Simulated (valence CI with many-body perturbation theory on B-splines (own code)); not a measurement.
# Ca13+: calculated level list

Calculated by configuration interaction combined with many-body perturbation theory (CI+MBPT): five valence electrons over a frozen Dirac-Fock core [He], a basis of 11 s, 11 p, 10 d, 8 f, 5 g, 2 h functions for each j, with the one-electron correlation potential Σ1 (screened to all orders), the two-electron term Σ2, the three-electron term Σ3, Breit, model QED; selected single and double excitations, second order for the rest, scaled by the run's own slope (own B-spline code, finite nucleus).

No measured levels were compared; by estimate levels of excited configurations hold to 0.05 to 0.15 % of their energy, terms of the ground configuration to about 0.5 %. Among the levels kept, up to 5500 cm⁻¹ of a level comes from second order outside the variational space, and about a tenth of that is noise between levels of different J, which matters for small intervals.

Levels 46 to 90 of 194, with energies above the lowest level, 2s²2p³ ⁴S°_3/2. "Leading %" is the weight of the configuration and term that name the level; weights of strongly mixed levels are sums over their largest components and can fall short. In the jj column 3d3/2^4 stands for four electrons in 3d with j = 3/2. Lifetimes count E1, E2, E3, M1 and M2 decay at the calculated energies, and are blank where another channel may lead or the interval is too uncertain; long ones can be off by a factor of two.

```
No.  Configuration  Term    J  E (Ry)  Leading %  Lifetime                     Leading jj
 46       2s²2p²3d    ⁴F  7/2  37.402         84   24.0 ps  2s^2 2p1/2 2p3/2 3d5/2 (79 %)
 47       2s²2p²3d    ²P  3/2  37.456         55    769 fs  2s^2 2p1/2 2p3/2 3d3/2 (75 %)
 48       2s²2p²3d    ⁴D  1/2  37.491         81   2.44 ps  2s^2 2p1/2 2p3/2 3d3/2 (97 %)
 49       2s²2p²3d    ⁴D  5/2  37.516         47   1.06 ps  2s^2 2p1/2 2p3/2 3d3/2 (47 %)
 50       2s²2p²3d    ⁴F  9/2  37.521         95    570 ps  2s^2 2p1/2 2p3/2 3d5/2 (50 %)
 51        2s2p³3s   ⁴S°  3/2  37.553         81   1.36 ps     2s 2p1/2 2p3/2^2 3s (44 %)
 52       2s²2p²3d    ⁴D  3/2  37.579         55    902 fs  2s^2 2p1/2 2p3/2 3d5/2 (68 %)
 53       2s²2p²3d    ⁴D  7/2  37.593         65   48.6 ps  2s^2 2p1/2 2p3/2 3d5/2 (43 %)
 54       2s²2p²3d    ²F  5/2  37.636         74    767 fs  2s^2 2p1/2 2p3/2 3d5/2 (76 %)
 55       2s²2p²3p   ²P°  1/2  37.665         93   41.5 ps      2s^2 2p3/2^2 3p1/2 (79 %)
 56       2s²2p²3p   ²P°  3/2  37.680         88   28.9 ps      2s^2 2p3/2^2 3p3/2 (75 %)
 57       2s²2p²3d    ²P  1/2  37.726         82    504 fs      2s^2 2p3/2^2 3d5/2 (60 %)
 58       2s²2p²3d    ⁴P  5/2  37.775         73    194 fs  2s^2 2p1/2 2p3/2 3d5/2 (37 %)
 59       2s²2p²3d    ⁴P  3/2  37.830         87    165 fs  2s^2 2p1/2 2p3/2 3d3/2 (41 %)
 60       2s²2p²3d    ²F  7/2  37.851         73   1.04 ps      2s^2 2p3/2^2 3d5/2 (70 %)
 61       2s²2p²3d    ⁴P  1/2  37.858         93    156 fs  2s^2 2p1/2 2p3/2 3d3/2 (47 %)
 62       2s²2p²3d    ²D  3/2  38.160         90    287 fs  2s^2 2p1/2 2p3/2 3d5/2 (56 %)
 63        2s2p³3p    ⁶P  3/2  38.175         98   78.6 ps  2s 2p1/2 2p3/2^2 3p1/2 (47 %)
 64       2s²2p²3d    ²D  5/2  38.183         86    202 fs  2s^2 2p1/2 2p3/2 3d5/2 (39 %)
 65        2s2p³3p    ⁶P  5/2  38.197         96   10.6 ps  2s 2p1/2 2p3/2^2 3p1/2 (30 %)
 66        2s2p³3p    ⁶P  7/2  38.237         99    383 ps  2s 2p1/2 2p3/2^2 3p3/2 (54 %)
 67       2s²2p²3d    ²G  7/2  38.336         84   1.82 ps  2s^2 2p1/2 2p3/2 3d3/2 (37 %)
 68       2s²2p²3d    ²G  9/2  38.372         95    490 ps      2s^2 2p3/2^2 3d5/2 (50 %)
 69       2s²2p²3d    ²D  3/2  38.486         94    196 fs  2s^2 2p1/2 2p3/2 3d3/2 (38 %)
 70       2s²2p²3d    ²D  5/2  38.506         59    159 fs  2s^2 2p1/2 2p3/2 3d3/2 (36 %)
 71       2s²2p²3d    ²F  7/2  38.571         86    131 fs      2s^2 2p3/2^2 3d3/2 (49 %)
 72       2s²2p²3d    ²F  5/2  38.656         35    222 fs      2s^2 2p3/2^2 3d5/2 (41 %)
 73        2s2p³3p    ⁴P  5/2  38.668         60    323 fs  2s 2p1/2 2p3/2^2 3p3/2 (22 %)
 74        2s2p³3p    ⁴P  3/2  38.673         98    848 fs  2s 2p1/2 2p3/2^2 3p3/2 (38 %)
 75       2s²2p²3d    ²P  1/2  38.675         89    245 fs  2s^2 2p1/2 2p3/2 3d5/2 (39 %)
 76        2s2p³3p    ⁴P  1/2  38.689         93    806 fs  2s 2p1/2 2p3/2^2 3p3/2 (57 %)
 77       2s²2p²3d    ²P  3/2  38.761         93    216 fs      2s^2 2p3/2^2 3d5/2 (51 %)
 78       2s²2p²3d    ²S  1/2  38.804         93    298 fs      2s^2 2p3/2^2 3d5/2 (25 %)
 79        2s2p³3s   ⁴D°  3/2  38.899         94   2.10 ps     2s 2p1/2 2p3/2^2 3s (53 %)
 80        2s2p³3s   ⁴D°  5/2  38.899         94   2.09 ps     2s 2p1/2 2p3/2^2 3s (70 %)
 81        2s2p³3s   ⁴D°  1/2  38.906         96   2.09 ps     2s 2p1/2 2p3/2^2 3s (42 %)
 82        2s2p³3s   ⁴D°  7/2  38.924         98   2.04 ps     2s 2p1/2 2p3/2^2 3s (98 %)
 83       2s²2p²3d    ²D  5/2  39.307         92    323 fs      2s^2 2p3/2^2 3d5/2 (72 %)
 84        2s2p³3s   ²D°  3/2  39.351         91   1.55 ps     2s 2p1/2 2p3/2^2 3s (53 %)
 85       2s²2p²3d    ²D  3/2  39.355         94    251 fs      2s^2 2p3/2^2 3d3/2 (78 %)
 86        2s2p³3s   ²D°  5/2  39.358         90   1.52 ps     2s 2p1/2 2p3/2^2 3s (86 %)
 87        2s2p³3s   ⁴P°  1/2  39.674         96   2.14 ps     2s 2p1/2 2p3/2^2 3s (87 %)
 88        2s2p³3s   ⁴P°  3/2  39.688         92   2.13 ps     2s 2p1/2 2p3/2^2 3s (56 %)
 89        2s2p³3s   ⁴P°  5/2  39.721         83   2.14 ps           2s 2p3/2^3 3s (58 %)
 90        2s2p³3d   ⁶D°  1/2  39.728         99    221 ps  2s 2p1/2 2p3/2^2 3d3/2 (52 %)
```

Names give the largest LS component (configuration and term), which can be under half, so a name can repeat, a term be missing and a line seem to break the LS rules; names also repeat where a configuration has a term twice.

Where two levels of one J and parity lie close, their mixing, g and order are uncertain.
